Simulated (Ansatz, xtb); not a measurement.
Two isomers of C3H7In

We compare a, `CC[CH2][In]`, a singlet, with b, `C[CH](C)[In]`, a singlet. Both are isolated molecules in the gas phase, relaxed with PBE0-D3(BJ)/def2-SVP; the shapes shown needn't be the lowest conformers.

a (Å):

```xyz
11

C    -0.0468   -0.7341    0.6774
C     1.3564   -0.1681    0.4886
C     1.6496    1.0749    1.3264
In    3.7420    1.9049    1.0343
H    -0.2212   -1.6292    0.0576
H    -0.8109    0.0140    0.4107
H    -0.2185   -1.0145    1.7293
H     1.5040    0.0537   -0.5855
H     2.0900   -0.9639    0.7191
H     1.5099    0.8526    2.4026
H     0.9210    1.8755    1.0911
```

b (Å):

```yaml
atoms:
  - { symbol: C, position_ang: [0.9031, -0.2887, 1.1352] }
  - { symbol: C, position_ang: [-0.0590, 0.7803, 0.6326] }
  - { symbol: C, position_ang: [0.1787, 1.1189, -0.8338] }
  - { symbol: In, position_ang: [0.1090, 2.6648, 1.9180] }
  - { symbol: H, position_ang: [0.8574, -1.2163, 0.5301] }
  - { symbol: H, position_ang: [1.9556, 0.0480, 1.0946] }
  - { symbol: H, position_ang: [0.7011, -0.5836, 2.1795] }
  - { symbol: H, position_ang: [1.1839, 1.5476, -1.0030] }
  - { symbol: H, position_ang: [-0.5508, 1.8496, -1.2238] }
  - { symbol: H, position_ang: [0.1144, 0.2273, -1.4890] }
  - { symbol: H, position_ang: [-1.0959, 0.4104, 0.7495] }
```

Quicker runs give these differences E(b) − E(a): GFN2-xTB +1.18 kcal/mol; HF/STO-3G +2.79 kcal/mol (at GFN2-xTB geometries); r2SCAN-D4/def2-SVP +2.22 kcal/mol (at GFN2-xTB geometries).

Task: Estimate E(b) − E(a) at the level CCSD(T)/def2-SVP + ΔMP2/def2-TZVPP.

Result: Too close to call at this level: CCSD(T)/def2-SVP + ΔMP2/def2-TZVPP gives E(b) − E(a) = +1.60 kcal/mol.

Level by level:

| level | geometry | E(b) − E(a) (kcal/mol) | departure from the last row (kcal/mol) | job, with rough time for the two |
| --- | --- | --- | --- | --- |
| GFN2-xTB | GFN2-xTB | +1.18 | −0.42 | optimisation, 0.13 s |
| HF/STO-3G | GFN2-xTB | +2.79 | +1.19 | single point, 0.64 s |
| r2SCAN-D4/def2-SVP | GFN2-xTB | +2.22 | +0.63 | single point, 3.5 s |
| PBE0-D3(BJ)/def2-SVP | PBE0-D3(BJ)/def2-SVP | +1.55 | −0.05 | optimisation, 26 s |
| HF/def2-SVP | PBE0-D3(BJ)/def2-SVP | +2.89 | +1.29 | part of the CCSD(T) run |
| MP2/def2-SVP | PBE0-D3(BJ)/def2-SVP | +1.62 | +0.03 | part of the CCSD(T) run |
| CCSD(T)/def2-SVP | PBE0-D3(BJ)/def2-SVP | +1.76 | +0.16 | single point |
| CCSD(T)/def2-SVP + ΔMP2/def2-TZVPP | PBE0-D3(BJ)/def2-SVP | +1.60 |  | single point, 26 s |

As drawn, both hold the same kinds of bond in the same numbers. Structure a has 1 methyl group, b 2.

The largest departure from CCSD(T)/def2-SVP + ΔMP2/def2-TZVPP is that of HF/def2-SVP, 1.29 kcal/mol. The last row adds to CCSD(T) the change of the MP2 difference between the two basis sets, here −0.16 kcal/mol.

With harmonic frequencies from PBE0-D3(BJ)/def2-SVP (ideal gas, rigid rotor, one conformer each, 400 K, 1 atm): on the last row, ΔE + ΔZPE = +1.36, ΔH = +1.49, ΔG = +1.38 kcal/mol.

The correlated steps freeze 7 core orbitals; the filled d shell of In is correlated, in a basis made for valence electrons. Atoms past krypton carry core potentials in the def2 sets, other sets are all-electron and non-relativistic, and no spin–orbit term is included. Codes used: Ansatz 0.2.0, xtb 6.7.1; the last row on 2 threads of Arm Neoverse V2 on a shared host.
